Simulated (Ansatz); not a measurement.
Molecular dynamics of C$_{3}$H$_{8}$AlN

Input:

```yaml
crystal:
  periodic: [false, false, false]
  atoms:
    - { symbol: C, position_ang: [-1.167604, 1.129521, 1.036146] }
    - { symbol: "N", position_ang: [-0.098988, 0.256543, 0.51024] }
    - { symbol: C, position_ang: [-0.374808, -0.38873, -0.860711] }
    - { symbol: C, position_ang: [1.079998, -1.085463, -1.047746] }
    - { symbol: Al, position_ang: [1.564483, -0.219449, 0.602249] }
    - { symbol: H, position_ang: [-1.309756, 2.121213, 0.467399] }
    - { symbol: H, position_ang: [-0.990235, 1.351649, 2.084313] }
    - { symbol: H, position_ang: [-2.147328, 0.598747, 0.961292] }
    - { symbol: H, position_ang: [-1.194457, -1.146909, -0.757033] }
    - { symbol: H, position_ang: [-0.526391, 0.371058, -1.643609] }
    - { symbol: H, position_ang: [0.950768, -2.175884, -1.05677] }
    - { symbol: H, position_ang: [1.602519, -0.762529, -1.956748] }
    - { symbol: H, position_ang: [2.684034, 0.028093, 1.592222] }
basis:
  gaussian: { orbitals: STO-3G }
hamiltonian:
  xc: pbe0
  dispersion: d4
md:
  timestep: 1.0
  n_steps: 266
  ensemble: nvt_nose_hoover
  temperature: 400.0
  initial_velocities: maxwell_boltzmann
  seed: 23653
```

Launched with:

```bash
$ ansatz run input.yaml --threads 1 --pin off --max-ram 2048MiB --backend cpu --events-out ev --progress --plain --runs-dir out
```

It goes on from the last frame of an earlier run, with new velocities.

Output, in part (step lines, the closing report, with atoms numbered from 0):

```
md step     0: t =     0.00 fs  T =   400.0 K  F+E_penalty+E_count = -11183.30435699 eV  E_kin = 0.568744 eV  conserved = -11182.73561300 eV  (22 SCF iters)
[... lines left out ...]
Total energy: -11183.07909406 eV, -410.9705765433 hartree
Atom 0 at    -1.156318     1.138497     1.049434 Å, force    -1.130813    -0.873657    -1.399024 eV/Å
Atom 1 at    -0.113208     0.242060     0.487640 Å, force     0.114422     1.219577     0.817924 eV/Å
Atom 2 at    -0.331943    -0.369401    -0.840310 Å, force     0.535735    -0.335027    -0.906015 eV/Å
Atom 3 at     1.083878    -1.107958    -1.043236 Å, force    -0.661753     2.374859     1.625551 eV/Å
Atom 4 at     1.543401    -0.222434     0.588411 Å, force    -0.159507    -0.266158     0.314158 eV/Å
Atom 5 at    -1.387323     2.048559     0.381045 Å, force     0.336036    -1.211776     0.959100 eV/Å
Atom 6 at    -0.880296     1.481875     2.061886 Å, force    -0.009543    -0.014856    -0.141995 eV/Å
Atom 7 at    -2.097537     0.492976     1.108807 Å, force     0.684617     1.283662     0.206994 eV/Å
Atom 8 at    -1.128207    -1.128166    -0.844333 Å, force    -0.532704    -0.082598     0.014986 eV/Å
Atom 9 at    -0.607622     0.411026    -1.613051 Å, force     0.426494    -0.749738     0.302576 eV/Å
Atom 10 at     0.994503    -2.187660    -0.975904 Å, force     0.279700    -0.210364    -0.993597 eV/Å
Atom 11 at     1.670489    -0.602264    -1.811558 Å, force    -0.130887    -1.125611    -0.914273 eV/Å
Atom 12 at     2.575576     0.081013     1.613438 Å, force     0.248205    -0.008315     0.113614 eV/Å
Dipole moment:     0.203254     0.054387     0.106864 e Å
```

The steps, from the saved trajectory:

| time (fs) | T (K) | potential energy less start (eV) | conserved less start (meV/atom) |
| --- | --- | --- | --- |
| 0.0 | 400 | 0.000 | 0.00 |
| 8.0 | 148 | 0.373 | 1.14 |
| 16.0 | 270 | 0.200 | 0.91 |
| 24.0 | 397 | 0.011 | -0.09 |
| 32.0 | 200 | 0.313 | 1.22 |
| 40.0 | 289 | 0.188 | 0.80 |
| 48.0 | 350 | 0.105 | 0.14 |
| 56.0 | 190 | 0.357 | 1.35 |
| 64.0 | 359 | 0.123 | 0.68 |
| 72.0 | 354 | 0.144 | 0.41 |
| 80.0 | 250 | 0.314 | 1.02 |
| 88.0 | 370 | 0.165 | 1.02 |
| 96.0 | 325 | 0.243 | 0.37 |
| 104.0 | 213 | 0.435 | 1.50 |
| 112.0 | 400 | 0.192 | 1.00 |
| 120.0 | 354 | 0.271 | 0.45 |
| 128.0 | 336 | 0.339 | 1.65 |
| 136.0 | 445 | 0.193 | 0.43 |
| 144.0 | 236 | 0.530 | 1.60 |
| 152.0 | 403 | 0.311 | 1.33 |
| 160.0 | 466 | 0.242 | 0.93 |
| 168.0 | 291 | 0.510 | 1.42 |
| 176.0 | 601 | 0.081 | 0.87 |
| 184.0 | 359 | 0.447 | 1.45 |
| 192.0 | 276 | 0.577 | 1.50 |
| 200.0 | 506 | 0.259 | 1.47 |
| 208.0 | 381 | 0.440 | 1.06 |
| 216.0 | 450 | 0.354 | 1.54 |
| 224.0 | 482 | 0.313 | 1.35 |
| 232.0 | 326 | 0.537 | 1.28 |
| 240.0 | 402 | 0.444 | 2.08 |
| 248.0 | 414 | 0.417 | 1.03 |
| 256.0 | 366 | 0.490 | 1.35 |
| 264.0 | 545 | 0.243 | 1.71 |

The run went to its last step. The conserved energy stayed within 2.5 meV per atom of its start (net change 1.1 meV per atom), so the integration is sound. A run of 0.27 ps of so small a system gives no equilibrium averages. Limits of this set-up: minimal basis.

The same pairs are bonded in the first frame and the last. Pairs count as bonded within 1.25 times the sum of covalent radii (0.12 Å more for H–H).

Last frame:

```xyz
13
Properties=species:S:1:pos:R:3
C -1.156 1.139 1.049
N -0.113 0.242 0.488
C -0.332 -0.369 -0.840
C 1.084 -1.108 -1.043
Al 1.543 -0.222 0.588
H -1.387 2.049 0.381
H -0.880 1.482 2.062
H -2.098 0.493 1.109
H -1.128 -1.128 -0.844
H -0.608 0.411 -1.613
H 0.995 -2.188 -0.976
H 1.671 -0.602 -1.812
H 2.576 0.081 1.613
```

The run took 6.2 min on 1 thread of Intel(R) Xeon(R) 6975P-C (Granite Rapids) (shared host), peak memory 0.2 GiB.
